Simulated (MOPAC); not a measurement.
Input file for MOPAC: PM7 on GeH4Se (SMILES [GeH3][SeH]), a point of a bond scan (R = 3.535 Å).

```
PM7 1SCF PRECISE CHARGE=0 THREADS=1
GeH4Se

Ge    -1.09101478 1     0.39859550 1     0.13875590 1
Se     1.11269607 1    -0.44681414 1    -0.15691432 1
H     -1.59519780 1     3.26099785 1    -1.87297486 1
H     -2.01228532 1    -0.74391991 1    -0.30936001 1
H     -1.33949231 1     0.74448071 1     1.61542516 1
H      1.74280898 1     0.79294562 1     0.32474253 1
```

Program output:

```
*******************************************************************************
 **                                                                           **
 **                              MOPAC v23.2.5                                **
 **                                                                           **
 *******************************************************************************
 ** MOPAC's Digital Object Identifier: https://doi.org/10.5281/zenodo.6511958 **
 **                                                                           **
 ** Please cite the open-source release paper for use of this MOPAC version:  **
 ** J. E. Moussa and J. J. P. Stewart (2026)                                  **
 ** MOPAC: An open-source semiempirical molecular orbital program             **
 ** J. Open Source Softw., 11(119), 8025, https://doi.org/10.21105/joss.08025 **
 *******************************************************************************

                              PM7 CALCULATION RESULTS

 *******************************************************************************
 *  PM7        - The PM7 Hamiltonian to be used
 *
 *
 *
 *                 CHARGE ON SYSTEM = 0
 *
 *
 *
 *  PRECISE    - TIGHTER CRITERIA TO BE USED
 *  1SCF       - DO 1 SCF AND THEN STOP
 *  THREADS=1  - MULTI-THREADING NOT USED
 *  T=         - A TIME OF 172800.0 SECONDS REQUESTED
 *  DUMP=N     - RESTART FILE WRITTEN EVERY 7200.0 SECONDS REQUESTED
 *******************************************************************************
PM7 1SCF PRECISE CHARGE=0 THREADS=1
 GeH4Se

   ATOM   CHEMICAL          X               Y               Z
  NUMBER   SYMBOL      (ANGSTROMS)     (ANGSTROMS)     (ANGSTROMS)

     1      Ge         -1.09101478  *   0.39859550  *   0.13875590  *
     2      Se          1.11269607  *  -0.44681414  *  -0.15691432  *
     3       H         -1.59519780  *   3.26099785  *  -1.87297486  *
     4       H         -2.01228532  *  -0.74391991  *  -0.30936001  *
     5       H         -1.33949231  *   0.74448071  *   1.61542516  *
     6       H          1.74280898  *   0.79294562  *   0.32474253  *



          CARTESIAN COORDINATES

    NO.       ATOM           X           Y           Z

     1        Ge         -1.0910      0.3986      0.1388
     2        Se          1.1127     -0.4468     -0.1569
     3         H         -1.5952      3.2610     -1.8730
     4         H         -2.0123     -0.7439     -0.3094
     5         H         -1.3395      0.7445      1.6154
     6         H          1.7428      0.7929      0.3247

 General Reference for PM7:
 "Optimization of Parameters for Semiempirical Methods VI: More Modifications to the
 NDDO Approximations and Re-optimization of Parameters", J. J. P. Stewart, J. Mol. Mod., 1:32, 19 (2013)
 https://link.springer.com/article/10.1007/s00894-012-1667-x

           Empirical Formula: H4 Ge Se  =     6 atoms



      MOLECULAR POINT GROUP   :   C1


      RHF CALCULATION, NO. OF DOUBLY OCCUPIED LEVELS = 7


 -------------------------------------------------------------------------------
 PM7 1SCF PRECISE CHARGE=0 THREADS=1
 GeH4Se



     1SCF WAS SPECIFIED, SO BFGS WAS NOT USED
     SCF FIELD WAS ACHIEVED


                              PM7 CALCULATION
                                                       MOPAC v23.2.5 Linux




          FINAL HEAT OF FORMATION =        146.53369 KCAL/MOL =     613.09696 KJ/MOL


          COSMO AREA              =        122.29 SQUARE ANGSTROMS
          COSMO VOLUME            =        105.86 CUBIC ANGSTROMS

          IONIZATION POTENTIAL    =          7.549546 EV
          HOMO LUMO ENERGIES (EV) =         -7.550 -3.135
          NO. OF FILLED LEVELS    =          7
          MOLECULAR WEIGHT        =        155.5816         POINT GROUP:  C1

          MOLECULAR DIMENSIONS (Angstroms)

            Atom       Atom       Distance
            H     3   Se     2     4.90157
            H     6    H     4     3.94702
            H     5   Se     2     2.58011


          SCF CALCULATIONS        =          1





   ATOM   CHEMICAL          X               Y               Z
  NUMBER   SYMBOL      (ANGSTROMS)     (ANGSTROMS)     (ANGSTROMS)

     1      Ge         -1.09101478  *   0.39859550  *   0.13875590  *
     2      Se          1.11269607  *  -0.44681414  *  -0.15691432  *
     3       H         -1.59519780  *   3.26099785  *  -1.87297486  *
     4       H         -2.01228532  *  -0.74391991  *  -0.30936001  *
     5       H         -1.33949231  *   0.74448071  *   1.61542516  *
     6       H          1.74280898  *   0.79294562  *   0.32474253  *

                             CARTESIAN COORDINATES

   1   Ge       -1.091014780     0.398595500     0.138755900
   2   Se        1.112696070    -0.446814140    -0.156914320
   3    H       -1.595197800     3.260997850    -1.872974860
   4    H       -2.012285320    -0.743919910    -0.309360010
   5    H       -1.339492310     0.744480710     1.615425160
   6    H        1.742808980     0.792945620     0.324742530


           Empirical Formula: H4 Ge Se  =     6 atoms



      MOLECULAR POINT GROUP   :   C1


                  EIGENVALUES
 -23.47971 -15.35417 -12.49643 -11.12364  -9.95273  -8.78652  -7.54955  -3.13541
  -1.42012   1.28234   1.59042   4.07173


              NET ATOMIC CHARGES AND DIPOLE CONTRIBUTIONS

  ATOM NO.   TYPE          CHARGE      No. of ELECS.   s-Pop       p-Pop
    1         Ge          -0.413406        4.4134     0.97804     3.43537
    2         Se          -0.054571        6.0546     1.95288     4.10170
    3          H           0.268842        0.7312     0.73116
    4          H           0.074941        0.9251     0.92506
    5          H           0.061267        0.9387     0.93873
    6          H           0.062928        0.9371     0.93707
 DIPOLE           X         Y         Z       TOTAL
 POINT-CHG.    -0.777     3.728    -2.191     4.393
 HYBRID         0.143     0.567     0.481     0.757
 SUM           -0.633     4.294    -1.710     4.666


          ATOMIC ORBITAL ELECTRON POPULATIONS

     Atom    s        px        py        pz
    1 Ge   0.97804   1.05169   1.23819   1.14549
    2 Se   1.95288   1.09820   1.15719   1.84630
    3  H   0.73116
    4  H   0.92506
    5  H   0.93873
    6  H   0.93707

 **********************
 *                    *
 * JOB ENDED NORMALLY *
 *                    *
 **********************




 == MOPAC DONE ==
```

The run finished.

Cost: about 0.020 core-seconds (a rough figure).
